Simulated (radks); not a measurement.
Species: the technetium ion Tc35+. Configuration: [He] 2s2 2p4 (the NIST ground configuration).

Calculated with a radial shooting solver on a logarithmic mesh with Libxc functionals: non-relativistic Kohn-Sham, LDA (Slater exchange, Perdew-Wang correlation), spin-unpolarised, spherical densities, point nucleus; relativity is left out, which matters for an element this heavy.

Energy parts (eV):
total: -81500.292
kinetic: 81479.403
electron-nucleus: -169310.510
Hartree: 7773.458
exchange-correlation: -1442.643

Orbitals (lengths in bohr, moments of r in powers of bohr; r(max) is where P^2 peaks):
| orbital | occ. | eigenvalue (eV) | r(max) | <r> | <r^2> | <1/r> |
|---|---|---|---|---|---|---|
| 1s | 2 | -22647.91 | 0.02345 | 0.03541 | 0.001677 | 42.50 |
| 2s | 2 | -4923.460 | 0.1282 | 0.1492 | 0.02602 | 9.975 |
| 2p | 4 | -4764.505 | 0.1001 | 0.1268 | 0.01942 | 9.938 |

The highest occupied level is 2p at -4764.5 eV. For comparison, the ionisation energy in NIST's Atomic Spectra Database is 4874 eV (semi-empirical). In exact Kohn-Sham theory the highest level is minus the ionisation energy, but local and semilocal functionals leave it too shallow, through self-interaction and a potential that decays too fast; potentials with the right tail come closer. Summed over all electrons, <r^2> = 0.1331 bohr^2, which gives a Langevin (diamagnetic) susceptibility term of -0.105 x 10^-6 cm^3/mol.

Beside tabulated values, note that spin-unpolarised runs miss the spin-polarisation part of the exchange energy of open shells.
